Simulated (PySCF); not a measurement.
Electron correlation in Nd⁵⁰⁺ (neodymium, charge +50)

Starting occupation: [Ne]. All numbers are calculated (PySCF 2.14, X2C-1e with screened-nucleus spin-orbit coupling, Gaussian nucleus, in an even-tempered Gaussian basis (17 s from 7.1 bohr⁻², ratio 2.6; 13 p from 9.3 bohr⁻², ratio 2.6; 6 d from 9.5 bohr⁻², ratio 2.8; 3 f from 210 bohr⁻², ratio 2.8)). Frozen: 1s2; 8 electrons correlated; the 48 highest virtual spinors left out.

MP2 pair energies summed by pair of shells (mhartree):

```
       pair   energy  share (%)
2p1/2-2p3/2  -103.54       33.3
2p3/2-2p3/2   -97.51       31.3
2p3/2-2s1/2   -48.27       15.5
2p1/2-2s1/2   -25.23        8.1
2p1/2-2p1/2   -23.93        7.7
2s1/2-2s1/2   -12.71        4.1
```

Total MP2 correlation energy: -311.19 mhartree.

The virtual space was cut to 44 spinors, which keep -240.06 of the -311.19 mhartree of MP2 correlation.

```
  level  correlation energy (mhartree)
   CCSD                        -240.94
    (T)                          -0.02
CCSD(T)                        -240.96
```

Diagnostics: T1 = 3.0e-05, largest double amplitude 0.002.

**Question.** Is a single reference adequate?

**Answer.** Yes: T1 lies below 0.03 and no double amplitude reaches 0.07.

The coupled-cluster values are those of the cut space; adding the MP2 remainder, -71.13 mhartree, estimates the full space.

At this charge the one-electron X2C treatment keeps the bare 1/r₁₂, with no two-electron picture change or Breit term. The effect here is smaller than on the frozen 1s shell.
